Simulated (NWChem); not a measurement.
# Si$_{2}$NH$_{6}$F; SMILES N[SiH2][SiH2]F

```xyz
10

Si    -0.4742     1.1843    -0.2684
F      0.9292     1.8387     0.3104
Si    -0.4712    -1.1105     0.3004
N      0.9075    -2.0153    -0.3010
H     -0.4754     1.3784    -1.7655
H     -1.6258     1.9711     0.3069
H     -1.7266    -1.7316    -0.2586
H     -0.4735    -1.2322     1.8015
H      1.0036    -2.0904    -1.3186
H      1.8179    -1.7683     0.1000
```
Atoms are numbered in this order, from 1.

Program: NWChem. The geometry was optimised at PBE-D3(BJ)/def2-SVP. LC-ωPBE (HJS hole) with def2-SVP; x = 1 − exp(−ω/0.25 bohr⁻¹) is a scale chosen for this fit.

```csv
row,x,−ε(HOMO) (eV)
ω = 0.10,0.330,7.13
ω = 0.20,0.551,8.26
ω = 0.30,0.699,withheld
ω = 0.40,0.798,9.69
ω = 0.80,0.959,10.80
```

Task: Fit a straight line of the last column on the one before it, predict the withheld value, and compare with the run.

Result: 
1. Means of the 4 shown rows: x = 0.6595, y = 8.970. Slope Σ(x − x̄)(y − ȳ)/Σ(x − x̄)² = 1.331/0.2292 = 5.807; intercept 5.140.
2. The shown rows scatter about the line by 0.082 (root mean square); the largest residual is +0.09, at ω = 0.80.
3. At x = 0.699 (ω = 0.30; inside the shown range) the line gives 9.20.
4. The run gives 9.09, -0.11 from the line, 1.3 times the scatter.
